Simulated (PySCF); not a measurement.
A PySCF script (with the pyscf-properties extension) for the NMR shieldings of SMILES CS[Si](C)(C)SC, C₄H₁₂S₂Si, on a GFN2-xTB geometry:

```python
import basis_set_exchange as bse
import numpy as np
from pyscf import gto, dft
from pyscf.prop import nmr

atoms = """
C    -2.210884   -1.458044    0.114945
S    -1.127094   -0.677672   -1.123537
Si    0.046129    0.628121    0.157204
C    -1.041039    1.832694    1.140414
C     1.284343    1.483179   -0.998443
S     1.030811   -0.605289    1.650264
C     1.975373   -1.728567    0.570559
H    -1.617919   -1.790466    0.961531
H    -2.680810   -2.306545   -0.370574
H    -2.966138   -0.746527    0.432908
H    -0.427727    2.551398    1.673805
H    -1.645955    1.310391    1.875715
H    -1.705899    2.380832    0.480197
H     1.796787    0.766035   -1.632927
H     0.774107    2.187002   -1.647651
H     2.031103    2.028806   -0.430100
H     2.821904   -1.195517    0.149385
H     1.330162   -2.105732   -0.217294
H     2.322945   -2.544845    1.194970
"""
names = dict.fromkeys(["C", "S", "Si", "H"], "pcSseg-1")
basis = {el: gto.basis.parse(bse.get_basis(n, elements=[el], fmt="nwchem")) for el, n in names.items()}
mol = gto.M(atom=atoms, basis=basis, charge=0, verbose=0)
mf = dft.RKS(mol, xc="PBE0")
mf.grids.level = 2
mf.grids.alignment = dft.numint.BLKSIZE   # the property module wants whole blocks of grid points
mf.conv_tol = 1e-9
mf.kernel()

calc = nmr.RKS(mf)   # GIAO
C = mf.mo_coeff
Co = C[:, mf.mo_occ > 0]
resp = mf.gen_response(singlet=True, hermi=2)
def vind(x):   # induced exchange potential for any number of trial vectors
    d = np.einsum("pi,xij,qj->xpq", C, 2 * x.reshape(-1, C.shape[1], Co.shape[1]), Co, optimize=True)
    return np.einsum("xpq,pi,qj->xij", resp(d - d.transpose(0, 2, 1)), C, Co, optimize=True).ravel()
mo1, _ = nmr.rhf.solve_mo1(calc, with_cphf=vind)
sigma = calc.kernel(mo1)
for i, s in enumerate(sigma):   # ppm
    w = np.linalg.eigvalsh((s + s.T) / 2)
    print("%2d %-2s iso %8.1f  s11 %8.1f  s22 %8.1f  s33 %8.1f" % (i, mol.atom_pure_symbol(i), w.mean(), *w))
```

Task: Give the expected output.

Result: 
```
 0 C  iso    174.0  s11    163.1  s22    166.8  s33    192.0
 1 S  iso    677.6  s11    579.9  s22    609.7  s33    843.4
 2 Si iso    306.2  s11    257.7  s22    328.4  s33    332.4
 3 C  iso    185.8  s11    173.0  s22    186.3  s33    198.2
 4 C  iso    185.8  s11    173.0  s22    186.3  s33    198.2
 5 S  iso    677.5  s11    579.7  s22    609.3  s33    843.4
 6 C  iso    173.9  s11    163.0  s22    166.7  s33    191.9
 7 H  iso     29.3  s11     22.8  s22     30.5  s33     34.8
 8 H  iso     29.8  s11     23.9  s22     26.5  s33     39.1
 9 H  iso     29.7  s11     23.7  s22     27.6  s33     37.8
10 H  iso     31.3  s11     26.5  s22     28.8  s33     38.7
11 H  iso     31.1  s11     26.4  s22     30.0  s33     36.9
12 H  iso     31.5  s11     26.9  s22     28.5  s33     39.1
13 H  iso     31.1  s11     26.4  s22     30.0  s33     36.9
14 H  iso     31.3  s11     26.5  s22     28.8  s33     38.7
15 H  iso     31.5  s11     26.9  s22     28.5  s33     39.1
16 H  iso     29.7  s11     23.7  s22     27.6  s33     37.8
17 H  iso     29.3  s11     22.8  s22     30.5  s33     34.8
18 H  iso     29.8  s11     23.9  s22     26.4  s33     39.1
```

These numbers come from an equivalent density-fitted implementation of the same equations, which agrees with the script to about 0.01 ppm for H and up to a few tenths of a ppm for heavy atoms, so last digits may differ.

Task: Turn these shieldings into chemical shifts. References, each an isolated molecule treated in the same way: TMS for $^{13}$C (186.93 ppm) and $^{29}$Si (349.16 ppm) and $^{1}$H (31.72 ppm); $^{33}$S (503.73 ppm) vs CS2.

Result: Averaging equivalent atoms: C 0/6: 13.0; C 3/4: 1.1; S 1/5: -174; Si 2: 43.0; H 7/8/9/16/17/18: 2.08; H 10/11/12/13/14/15: 0.39 ppm. 

Size and cost of the density-fitted run: 200 basis functions, 42 s wall time on 1 thread of an Arm Neoverse V1, shared host.
